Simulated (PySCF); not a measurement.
**Continuum solvent and chemical shifts**

Molfile (atoms numbered from 1):
```
C8H18N2
     RDKit          3D

 28 27  0  0  0  0  0  0  0  0999 V2000
    2.2987    0.6351    1.5138 C   0  0  0  0  0  0  0  0  0  0  0  0
    2.2831   -0.1304    0.1865 C   0  0  0  0  0  0  0  0  0  0  0  0
    3.6906   -0.4142   -0.3209 C   0  0  0  0  0  0  0  0  0  0  0  0
    1.4744    0.6114   -0.8462 C   0  0  0  0  0  0  0  0  0  0  0  0
    0.1996    0.7130   -0.8806 N   0  0  0  0  0  0  0  0  0  0  0  0
   -0.5538    0.1368    0.0634 N   0  0  0  0  0  0  0  0  0  0  0  0
   -1.9639   -0.0770   -0.2732 C   0  0  0  0  0  0  0  0  0  0  0  0
   -2.6060   -0.7127    0.9549 C   0  0  0  0  0  0  0  0  0  0  0  0
   -2.0972   -1.0015   -1.4867 C   0  0  0  0  0  0  0  0  0  0  0  0
   -2.6025    1.2779   -0.5655 C   0  0  0  0  0  0  0  0  0  0  0  0
    1.2774    0.8480    1.8630 H   0  0  0  0  0  0  0  0  0  0  0  0
    2.8220    0.0630    2.2962 H   0  0  0  0  0  0  0  0  0  0  0  0
    2.8177    1.5990    1.3940 H   0  0  0  0  0  0  0  0  0  0  0  0
    1.7892   -1.1081    0.3673 H   0  0  0  0  0  0  0  0  0  0  0  0
    4.2269    0.5275   -0.5237 H   0  0  0  0  0  0  0  0  0  0  0  0
    4.2764   -0.9775    0.4212 H   0  0  0  0  0  0  0  0  0  0  0  0
    3.6725   -0.9965   -1.2548 H   0  0  0  0  0  0  0  0  0  0  0  0
    2.0110    1.1525   -1.6366 H   0  0  0  0  0  0  0  0  0  0  0  0
   -0.1337   -0.6498    0.5635 H   0  0  0  0  0  0  0  0  0  0  0  0
   -3.6755   -0.8976    0.7793 H   0  0  0  0  0  0  0  0  0  0  0  0
   -2.5036   -0.0553    1.8313 H   0  0  0  0  0  0  0  0  0  0  0  0
   -2.1362   -1.6819    1.1925 H   0  0  0  0  0  0  0  0  0  0  0  0
   -3.1525   -1.1544   -1.7600 H   0  0  0  0  0  0  0  0  0  0  0  0
   -1.6529   -1.9880   -1.2765 H   0  0  0  0  0  0  0  0  0  0  0  0
   -1.5715   -0.5655   -2.3489 H   0  0  0  0  0  0  0  0  0  0  0  0
   -2.5201    1.9371    0.3115 H   0  0  0  0  0  0  0  0  0  0  0  0
   -2.0893    1.7634   -1.4068 H   0  0  0  0  0  0  0  0  0  0  0  0
   -3.6664    1.1570   -0.8190 H   0  0  0  0  0  0  0  0  0  0  0  0
  1  2  1  0
  2  3  1  0
  2  4  1  0
  4  5  2  0
  5  6  1  0
  6  7  1  0
  7  8  1  0
  7  9  1  0
  7 10  1  0
  1 11  1  0
  1 12  1  0
  1 13  1  0
  2 14  1  0
  3 15  1  0
  3 16  1  0
  3 17  1  0
  4 18  1  0
  6 19  1  0
  8 20  1  0
  8 21  1  0
  8 22  1  0
  9 23  1  0
  9 24  1  0
  9 25  1  0
 10 26  1  0
 10 27  1  0
 10 28  1  0
M  END
```

GIAO PBE0/pcSseg-1 in PySCF 2.14.0 with density-fitted response routines on one PBE0-D3(BJ)/def2-SVP conformer, non-relativistic, equivalent nuclei averaged. Solvents enter as an IEF-PCM continuum (dichloromethane with ε = 8.9, methanol with ε = 32.6) around the gas-phase geometry. Shifts are referred to TMS computed in the same medium.

Gas phase, δ in ppm: C4 142.1, C7 52.4, C8/C9/C10 29.6, C2 25.7, C1/C3 19.2, H18 6.17, H19 4.37, H14 2.10, H20/H21/H22/H23/H24/H25/H26/H27/H28 1.18, H11/H12/H13/H15/H16/H17 1.00. Dipole moment 1.76 D.

(1) How does each δ change in the continuum?

(2) Which of the listed nuclei move most (in ppm), and what does the model miss? (N and O are left out, as their reference compounds move with the solvent too.)

Answers

(1) 
```
                              atoms                               environment  Δδ, dichloromethane  Δδ, methanol
                                 C4                                C=N carbon                 +3.7          +4.4
                                 C7  fully substituted sp3 carbon bonded to N                 +0.8          +1.0
                          C8/C9/C10                             methyl carbon                 +0.2          +0.2
                                 C2                                    sp3 CH                 +1.1          +1.2
                              C1/C3                             methyl carbon                 +0.1          +0.1
                                H18                  hydrogen on a C=N carbon                +0.05         +0.06
                                H19   hydrogen on a nitrogen bonded to O or N                +0.46         +0.56
                                H14                     hydrogen on an sp3 CH                +0.22         +0.28
H20/H21/H22/H23/H24/H25/H26/H27/H28               hydrogen on a methyl carbon                 0.00          0.00
            H11/H12/H13/H15/H16/H17               hydrogen on a methyl carbon                +0.01         +0.01
```

Changes are relative to the gas phase. The dipole moment becomes 2.52 D in dichloromethane, 2.69 D in methanol.

(2) C4 (C=N carbon, +4.4 ppm) in methanol. A continuum only polarises the solute; specific hydrogen bonds, the anisotropy of aromatic solvents and changes of geometry or conformer are outside it.
